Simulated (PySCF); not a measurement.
C2H3N, charge +1, doublet, at a GFN2-xTB geometry (a state made from the parent by changing its charge; the spin is typed, not shown lowest); B3LYP5/STO-3G (PySCF).

PySCF was given this input:
```python
from pyscf import gto, scf, dft

mol = gto.M(
    atom='''
C    -1.13922333    0.02782607   -0.00763085
C     0.26282692   -0.09980224    0.03001788
N     1.39871907    0.02895004   -0.00972927
H    -1.50962571   -0.66990079   -0.78055108
H    -1.50837625   -0.12417172    1.02292684
H    -1.51465303    1.02327921   -0.30859303
''',
    basis='sto-3g',
    charge=1,
    spin=1,
    verbose=4,
)

mf = dft.UKS(mol)
mf.xc = 'b3lyp5'
mf.kernel()
```

It wrote (shortened):

```
PySCF version 2.14.0

[INPUT] verbose = 4
[INPUT] num. atoms = 6
[INPUT] num. electrons = 21
[INPUT] charge = 1
[INPUT] spin (= nelec alpha-beta = 2S) = 1
[INPUT] symmetry False subgroup None
[INPUT] Mole.unit = angstrom
[INPUT] Symbol           X                Y                Z      unit          X                Y                Z       unit  Magmom
[INPUT]  1 C     -1.139223330000   0.027826070000  -0.007630850000 AA   -2.152820088415   0.052583651423  -0.014420216598 Bohr   0.0
[INPUT]  2 C      0.262826920000  -0.099802240000   0.030017880000 AA    0.496670896963  -0.188598900218   0.056725572040 Bohr   0.0
[INPUT]  3 N      1.398719070000   0.028950040000  -0.009729270000 AA    2.643195967506   0.054707646895  -0.018385655692 Bohr   0.0
[INPUT]  4 H     -1.509625710000  -0.669900790000  -0.780551080000 AA   -2.852779142502  -1.265929023730  -1.475027767433 Bohr   0.0
[INPUT]  5 H     -1.508376250000  -0.124171720000   1.022926840000 AA   -2.850418005298  -0.234650543216   1.933051573067 Bohr   0.0
[INPUT]  6 H     -1.514653030000   1.023279210000  -0.308593030000 AA   -2.862279400443   1.933717455861  -0.583156310650 Bohr   0.0

nuclear repulsion = 59.4288076773014
number of shells = 12
number of NR pGTOs = 54
number of NR cGTOs = 18
basis = sto-3g
ecp = {}

******** <class 'pyscf.dft.uks.UKS'> ********
method = UKS
initial guess = minao
damping factor = 0
level_shift factor = 0
DIIS = <class 'pyscf.scf.diis.CDIIS'>
diis_start_cycle = 1
diis_space = 8
diis_damp = 0
SCF conv_tol = 1e-09
SCF conv_tol_grad = None
SCF max_cycles = 50
direct_scf = True
direct_scf_tol = 1e-13
number electrons alpha = 11  beta = 10
XC library pyscf.dft.libxc version 7.1.2
    S. Lehtola, C. Steigemann, M. J. T. Oliveira, and M. A. L. Marques,  SoftwareX 7, 1–5 (2018)
XC functionals = b3lyp5
    P. A. M. Dirac,  Math. Proc. Cambridge Philos. Soc. 26, 376 (1930)
    F. Bloch,  Z. Phys. 57, 545 (1929)
    A. D. Becke,  Phys. Rev. A 38, 3098 (1988)
    C. Lee, W. Yang, and R. G. Parr,  Phys. Rev. B 37, 785 (1988)
    B. Miehlich, A. Savin, H. Stoll, and H. Preuss,  Chem. Phys. Lett. 157, 200 (1989)
    S. H. Vosko, L. Wilk, and M. Nusair,  Can. J. Phys. 58, 1200 (1980)
radial grids:
    Treutler-Ahlrichs [JCP 102, 346 (1995); DOI:10.1063/1.469408] (M4) radial grids

becke partition: Becke, JCP 88, 2547 (1988); DOI:10.1063/1.454033
pruning grids: <function nwchem_prune>
grids dens level: 3
symmetrized grids: False
atomic radii adjust function: <function treutler_atomic_radii_adjust>
small_rho_cutoff = 0
Set gradient conv threshold to 3.16228e-05
tot grids = 71568
init E= -131.329183962348

cycle= 1 E= -130.508456937526  delta_E= 0.821  |g|= 0.272  |ddm|= 2.34
cycle= 2 E= -130.214893766335  delta_E= 0.294  |g|= 0.788  |ddm|= 1.33
cycle= 3 E= -130.552703103474  delta_E= -0.338  |g|= 0.0633  |ddm|= 1.04
cycle= 4 E= -130.556019543976  delta_E= -0.00332  |g|= 0.0508  |ddm|= 0.207
cycle= 5 E= -130.557951521696  delta_E= -0.00193  |g|= 0.0161  |ddm|= 0.0612
cycle= 6 E= -130.558259797923  delta_E= -0.000308  |g|= 0.009  |ddm|= 0.0362
cycle= 7 E= -130.558510104082  delta_E= -0.00025  |g|= 0.0052  |ddm|= 0.0613
cycle= 8 E= -130.558618385802  delta_E= -0.000108  |g|= 0.00246  |ddm|= 0.0509
cycle= 9 E= -130.558643168632  delta_E= -2.48e-05  |g|= 0.000787  |ddm|= 0.029
cycle= 10 E= -130.558645335058  delta_E= -2.17e-06  |g|= 0.00012  |ddm|= 0.0097
cycle= 11 E= -130.55864539237  delta_E= -5.73e-08  |g|= 4.14e-05  |ddm|= 0.000691
cycle= 12 E= -130.558645398724  delta_E= -6.35e-09  |g|= 1.53e-05  |ddm|= 0.000494
cycle= 13 E= -130.558645399493  delta_E= -7.69e-10  |g|= 5.04e-06  |ddm|= 0.000149
Extra cycle  E= -130.558645399519  delta_E= -2.63e-11  |g|= 5.6e-06  |ddm|= 1.79e-05
converged SCF energy = -130.558645399519  <S^2> = 0.75660029  2S+1 = 2.0065894
```
